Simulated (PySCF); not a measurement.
## Electric field gradients and quadrupole coupling constants

Compound: C5H6OS.
Z-matrix (Å and degrees, PBE0-D3(BJ)/def2-SVP geometry), rows numbered from 1:
```
C 
O   1  1.3993
C   2  1.3442  1  116.81
C   3  1.4293  2  119.58  1   178.77
C   4  1.3660  3  112.05  2  -179.91
S   5  1.7166  4  112.11  3     0.03
C   3  1.3772  2  127.64  1    -1.16
H   1  1.1051  2  111.52  3    61.73
H   1  1.1051  2  111.48  3   -59.83
H   1  1.0973  2  107.12  3  -179.05
H   4  1.0898  3  122.89  2    -0.02
H   5  1.0890  4  127.76  3   179.96
H   7  1.0871  3  128.82  2    -0.10
```

Field gradients from the PBE0/pcSseg-1 density (PySCF, non-relativistic), principal values in atomic units, ordered |Vxx| ≤ |Vyy| ≤ |Vzz|:

| atom | Vxx | Vyy | Vzz |
| --- | --- | --- | --- |
| O2 | -0.2581 | -1.6651 | 1.9231 |
| S6 | -0.3230 | -1.6006 | 1.9236 |

Q: Find the asymmetry η = (Vxx − Vyy)/Vzz and the couplings χ = eQV/h (234.96 MHz × Q in barn × V in au), with Q(17O) = −0.0256 b, Q(33S) = −0.0678 b.

A: 
| atom | environment | nucleus | η | χzz (MHz) | χxx (MHz) | χyy (MHz) |
| --- | --- | --- | --- | --- | --- | --- |
| O2 | aryl ether oxygen | 17O | 0.73 | -11.57 | 1.55 | 10.02 |
| S6 | thiophene-type sulfur | 33S | 0.66 | -30.64 | 5.15 | 25.50 |

The tensor is traceless: Vxx + Vyy + Vzz = 0.

Q: What is Vzz at S6 in SI units (1 au = 9.71736 × 10²¹ V/m²)?

A: 1.9236 au = 18.692 × 10²¹ V/m².

Q: And the gradient at the other heavy atoms, for which no coupling is worked out here?

A: 
| atom | environment | Vzz (au) | η |
| --- | --- | --- | --- |
| C1 | methoxy carbon | 0.411 | 0.07 |
| C3 | aromatic carbon bearing oxygen | -0.291 | 0.22 |
| C4 | aromatic CH carbon | 0.177 | 0.38 |
| C5 | aromatic CH next to a ring sulfur | -0.244 | 0.15 |
| C7 | aromatic CH next to a ring sulfur | 0.203 | 0.41 |

Q: What couplings would deuterons (Q(2H) = 0.00286 b) have in place of the hydrogens, at this geometry?

A: 
| atom | bonded to | bond length (Å) | Vzz (au) | η | χzz (kHz) |
| --- | --- | --- | --- | --- | --- |
| H8 | C1 | 1.105 | 0.2735 | 0.08 | 184 |
| H9 | C1 | 1.105 | 0.2733 | 0.08 | 184 |
| H10 | C1 | 1.097 | 0.2893 | 0.08 | 194 |
| H11 | C4 | 1.090 | 0.3123 | 0.07 | 210 |
| H12 | C5 | 1.089 | 0.3139 | 0.09 | 211 |
| H13 | C7 | 1.087 | 0.3206 | 0.13 | 215 |

Geometry: PBE0-D3(BJ)/def2-SVP, one conformer, isolated molecule. The small basis limits the accuracy of the gradients.
